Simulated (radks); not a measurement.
Values are calculated unless marked as measured or tabulated.
The oxygen anion O2-, [Ne], held by a Watson sphere: a shell of charge +2 at radius R that stands for the Madelung well of a crystal (potential energy -2/R inside, -2/r outside, in hartree with lengths in bohr). Code: a radial shooting solver on a logarithmic mesh with Libxc functionals. Model: non-relativistic Kohn-Sham, r2SCAN, spin-polarised, spherical densities, point nucleus; meta-GGA in the generalised Kohn-Sham scheme.

| R (bohr) | e(1s) (eV) | e(2s) (eV) | e(2p) (eV) | <r> 2p (bohr) | sum of <r^2> (bohr^2) | X-ray form factor at sin(theta)/lambda = 0.2 1/angstrom |
|---|---|---|---|---|---|---|
| 1.96 | -513.55 | -23.521 | -8.207 | 1.470 | 20.99 | 6.137 |
| 2.29 | -513.39 | -22.099 | -7.027 | 1.544 | 23.20 | 5.985 |
| 2.89 | -512.78 | -20.204 | -5.312 | 1.663 | 27.23 | 5.815 |
| 2.98 | -512.67 | -19.981 | -5.098 | 1.680 | 27.84 | 5.798 |
| 3.06 | -512.58 | -19.794 | -4.916 | 1.694 | 28.39 | 5.785 |
| 3.21 | -512.42 | -19.469 | -4.596 | 1.721 | 29.44 | 5.763 |
| 3.82 | -511.80 | -18.433 | -3.534 | 1.825 | 33.93 | 5.709 |
